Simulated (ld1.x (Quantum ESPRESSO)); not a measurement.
# Ru (Z = 44), TM: configuration errors across variants

ruthenium, norm-conserving Troullier–Martins (Kleinman–Bylander form), made with ld1.x (Quantum ESPRESSO) 7.5 (BP86, fully relativistic). Core [Ar] 3d10 4s2, reference 4p6 4d7 5s1 5p0. Waves: 4p (bound): rc 1.95 bohr; 4d (bound): rc 2.00 bohr; 5s (bound): rc 2.25 bohr. Local part: the s channel. Core correction: none.

Open shells are filled in proportion to 2j + 1 (rel_dist='average').

All-electron excitation energies from the reference (eV): (1) 4p6 4d7 5s0 5p0 7.469; (2) 4p6 4d6 5s0 5p0 25.770; (3) 4p6 4d5 5s0 5p0 56.479; (4) 4p6 4d4 5s0 5p0 101.057; (5) 4p6 4d6 5s2 5p0 1.645; (6) 4p5 4d7 5s1 5p0 52.599.

A true bound ghost makes a file unfit for plane-wave use even where its test errors are small: the radial tests pick states by their node count and pass the ghost by.

The file “wave 5s (bound): rc 2.25 bohr becomes 5s (bound): rc 1.48 bohr” misses its own reference levels by 0.3 eV.

Errors AE − PS in meV (a dash: test not solved or not reliable):

| change | (1) | (2) | (3) | (4) | (5) | (6) | bound ghosts |
| --- | --- | --- | --- | --- | --- | --- | --- |
| base | -9.5 | -61 | -287 | -681 | -67 | -287 | none |
| wave 5s (bound): rc 2.25 bohr becomes 5s (bound): rc 1.48 bohr | +10 | – | -195 | -518 | – | -631 | s (extra level of the local part) |
| wave 5s (bound): rc 2.25 bohr becomes 5s (bound): rc 1.92 bohr | -2.4 | -49 | -242 | -592 | -11 | -130 | none |
| wave 5s (bound): rc 2.25 bohr becomes 5s (bound): rc 2.20 bohr | -8.8 | -60 | -284 | -678 | -63 | -279 | none |
| wave 5s (bound): rc 2.25 bohr becomes 5s (bound): rc 2.38 bohr | -10 | -62 | -288 | -680 | -73 | -296 | none |
| wave 5s (bound): rc 2.25 bohr becomes 5s (bound): rc 2.58 bohr | -11 | -62 | -287 | -677 | -75 | -300 | none |
| wave 5s (bound): rc 2.25 bohr becomes 5s (bound): rc 2.82 bohr | -9.9 | -64 | -297 | -701 | -69 | -293 | none |
| wave 5s (bound): rc 2.25 bohr becomes 5s (bound): rc 3.08 bohr | -8.7 | -72 | -325 | -760 | -56 | -279 | none |
| wave 5s (bound): rc 2.25 bohr becomes 5s (bound): rc 3.32 bohr | -7.6 | -89 | -377 | -864 | -37 | -259 | none |

(1) Give the same row for: wave 5s (bound): rc 2.25 bohr becomes 5s (bound): rc 1.72 bohr.

## Answers

(1) +10.0, -33, -204, -522, +209, +868; bound ghosts: none.
